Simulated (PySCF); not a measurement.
Electron correlation in Cr(12+) (chromium, charge +12)

[Ne] 3s2, closed-shell 1S. Computed with PySCF 2.14 in an even-tempered Gaussian basis (18 s from 0.81 bohr⁻², ratio 2.5; 11 p from 1.1 bohr⁻², ratio 2.5; 5 d from 4.4 bohr⁻², ratio 2.7; 4 f from 6.6 bohr⁻², ratio 2.7), with the spin-free X2C one-electron Hamiltonian (Gaussian nucleus). Frozen: 1s2; 10 electrons correlated; the 19 highest virtual orbitals of each spin left out.

MP2 pair energies summed by pair of shells (mhartree):

```
 pair   energy  share (%)
2p-2p  -206.75       53.1
2s-2p   -59.85       15.4
3s-3s   -59.08       15.2
2p-3s   -46.39       11.9
2s-2s   -10.24        2.6
2s-3s    -6.78        1.7
```

Total MP2 correlation energy: -389.09 mhartree.

Same-spin part -91.96 and opposite-spin part -297.13 mhartree; SCS-MP2 scales them by 1/3 and 6/5 to -387.21 mhartree.

MP2 falls well short for the outer s pair, which is nearly degenerate with np².
